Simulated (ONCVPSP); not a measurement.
# Which change was made? (Si, ONCV)

| Quantity | Value |
| --- | --- |
| Element | Si |
| Generator | ONCVPSP 4.0.1 |
| Type | optimised norm-conserving Vanderbilt (ONCV) |
| Functional | PBE |
| Relativity | scalar-relativistic |
| Frozen core | [He] |
| Valence charge | 12 |
| Reference configuration | 2s2 2p6 3s2 3p1 (charge +1) |
| Partial waves | 2s+3s: rc 1.10 bohr, ncon 5, nbas 9, qcut 9.4 1/bohr, 2 projectors; 2p+3p: rc 0.80 bohr, ncon 3, nbas 7, qcut 18.6 1/bohr, 2 projectors |
| Local potential | polynomial inside 0.70 bohr (lpopt 4, dvloc0 3 Ha) |
| Core correction | Teter function, fcfact 3, rcfact 1.25 |

Cutoffs, loose and tight: the cutoffs (Ha) at which the residual kinetic energy of the hardest occupied pseudo-wave falls to 1 and 0.1 mHa per electron. They do not see the model core or the augmentation charge, which bear on the density cutoff. Test errors are all-electron minus pseudo excitation energies from the reference, over the configurations 2s2 2p6 3s2 3p2; 2s2 2p6 3s2 3p0; 2s2 2p6 3s1 3p0; 2s2 2p6 3s0 3p4; variants that change the core or the reference have their own tests.

The base gives: outcome: generated; cutoff, loose: 125 Ha; cutoff, tight: 142 Ha; bound ghosts: none; GHOST(+) flags above zero: none; largest test error (meV): -1.6.

(1) After one change the result is: outcome: generated; cutoff, loose: 89 Ha; cutoff, tight: 287 Ha; bound ghosts: none; GHOST(+) flags above zero: none; largest test error (meV): +1.1. Which change was it?
A. p: rc 0.56; local potential polynomial inside 0.56 bohr (lpopt 4, dvloc0 3 Ha)
B. reference 2s2 2p6 3s1 3p3
C. s: qcut 6.6; p: qcut 13
D. core [Ne], valence charge 4; reference 3s2 3p2; waves now 3s: rc 1.70 bohr, ncon 4, nbas 8, qcut 4.1 1/bohr, 2 projectors, debl 1 Ha; 3p: rc 1.75 bohr, ncon 4, nbas 9, qcut 4.4 1/bohr, 1 projector; local potential polynomial inside 1.65 bohr (lpopt 2, dvloc0 0 Ha)

Answers

(1) C. The others give: p: rc 0.56; local potential polynomial inside 0.56 bohr (lpopt 4, dvloc0 3 Ha) → outcome: generated; cutoff, loose: 162 Ha; cutoff, tight: 483 Ha; bound ghosts: none; GHOST(+) flags above zero: none; largest test error (meV): -2.3 | core [Ne], valence charge 4; reference 3s2 3p2; waves now 3s: rc 1.70 bohr, ncon 4, nbas 8, qcut 4.1 1/bohr, 2 projectors, debl 1 Ha; 3p: rc 1.75 bohr, ncon 4, nbas 9, qcut 4.4 1/bohr, 1 projector; local potential polynomial inside 1.65 bohr (lpopt 2, dvloc0 0 Ha) → outcome: generated; cutoff, loose: 7.6 Ha; cutoff, tight: 17 Ha; bound ghosts: none; GHOST(+) flags above zero: none; largest test error (meV): +56 | reference 2s2 2p6 3s1 3p3 → outcome: generated; cutoff, loose: 125 Ha; cutoff, tight: 142 Ha; bound ghosts: none; GHOST(+) flags above zero: none; largest test error (meV): +4.8.
